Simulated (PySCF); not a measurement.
Molecule: SMILES C(P(CC)CC)C, C$_{6}$H$_{15}$P.

Cartesian coordinates in Å; atom numbers follow the order of the lines, from 1:
```xyz
22

C    -1.652   -2.284    0.346
C    -0.322   -1.559    0.486
P    -0.166   -0.076   -0.627
C     1.528    0.504   -0.121
C     2.656   -0.315   -0.731
C    -1.201    1.135    0.335
C    -1.263    2.516   -0.302
H    -2.499   -1.647    0.647
H    -1.829   -2.594   -0.696
H    -1.684   -3.186    0.976
H    -0.145   -1.255    1.534
H     0.503   -2.239    0.214
H     1.609    1.553   -0.453
H     1.599    0.517    0.982
H     2.589   -0.327   -1.830
H     2.634   -1.362   -0.389
H     3.640    0.095   -0.458
H    -2.214    0.705    0.389
H    -0.829    1.195    1.374
H    -0.273    2.999   -0.331
H    -1.933    3.185    0.259
H    -1.632    2.460   -1.338
```

Geometry PBE0-D3(BJ)/def2-SVP throughout; GIAO in PySCF 2.14.0 with density-fitted response routines, gas phase, one conformer, non-relativistic; equivalent atoms averaged; basis pcSseg-1.

(1) How do the absolute shieldings σ depend on the functional? (ppm; last column core-seconds on 1 thread of an Intel Xeon Platinum 8488C, shared host)

(2) Which nucleus moves most, in ppm?

## Answers

(1) 
```
functional                    kind  C2/C4/C6  C1/C5/C7     P3  H8/H9/H10/H15/H16/H17/H20/H21/H22  H11/H12/H13/H14/H18/H19  core-s
        HF            Hartree–Fock     170.5     179.3  394.4                              30.61                    30.81      15
       LDA                     LDA     152.4     170.7  310.2                              29.77                    29.60      46
     B3LYP           global hybrid     152.1     167.0  321.6                              30.30                    30.27      30
      PBE0           global hybrid     159.2     172.7  350.5                              30.21                    30.16      31
  mPW1PW91           global hybrid     158.5     171.7  347.3                              30.26                    30.21      27
   wB97X-D  range-separated hybrid     160.4     172.6  346.0                              30.32                    30.33      38
```

(2) P3 (phosphorus bonded to 3 C): from 310.2 ppm with LDA to 394.4 ppm with HF. The smallest spread is 0.84 ppm, at H8/H9/H10/H15/H16/H17/H20/H21/H22. Proton shifts span only some 12 ppm, so a few tenths of a ppm matter as much there as several ppm in carbon.
